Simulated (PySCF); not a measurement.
## Dipole response of Hf(2+) (hafnium, charge +2)

[Xe] 4f14 5d2, high-spin 3F determinant. All numbers are calculated (PySCF 2.14, a scalar-relativistic core potential, in aug-cc-pVTZ-PP with one added diffuse shell each of s, p, d, f, g type with ECP60MDF (7s7p6d4f3g, 113 functions)). Coupled (time-dependent) response in atomic units; α is the mean over directions.

```
method  mean α (bohr³)         α xx, yy, zz  C₆ (like pair)  S(−4)
  TPSS           15.49  15.51, 15.51, 15.47           77.13  206.9
```

S(−4) is the Cauchy moment in α(ω) = α(0) + S(−4) ω² + …

Spin-orbit coupling is absent.

α(iu) at TPSS:

```json
{"u (hartree)": "0", "α(iu) (bohr³)": "15.49"}
{"u (hartree)": "0.0500", "α(iu) (bohr³)": "15.00"}
{"u (hartree)": "0.100", "α(iu) (bohr³)": "13.81"}
{"u (hartree)": "0.200", "α(iu) (bohr³)": "11.07"}
{"u (hartree)": "0.300", "α(iu) (bohr³)": "9.008"}
{"u (hartree)": "0.500", "α(iu) (bohr³)": "6.509"}
{"u (hartree)": "0.750", "α(iu) (bohr³)": "4.768"}
{"u (hartree)": "1.00", "α(iu) (bohr³)": "3.689"}
{"u (hartree)": "1.50", "α(iu) (bohr³)": "2.404"}
{"u (hartree)": "2.00", "α(iu) (bohr³)": "1.675"}
{"u (hartree)": "3.00", "α(iu) (bohr³)": "0.9240"}
{"u (hartree)": "5.00", "α(iu) (bohr³)": "0.3875"}
```

For an ion, C₆ is the dispersion term alone; charge-induced terms of lower order in 1/R come first.

The components differ because the open shell of this determinant is not spherical; for a pure term their mean is the scalar polarisability.

Energies and moments cover only the electrons outside the core potential. Spin-orbit coupling, absent here, splits the open shell strongly.
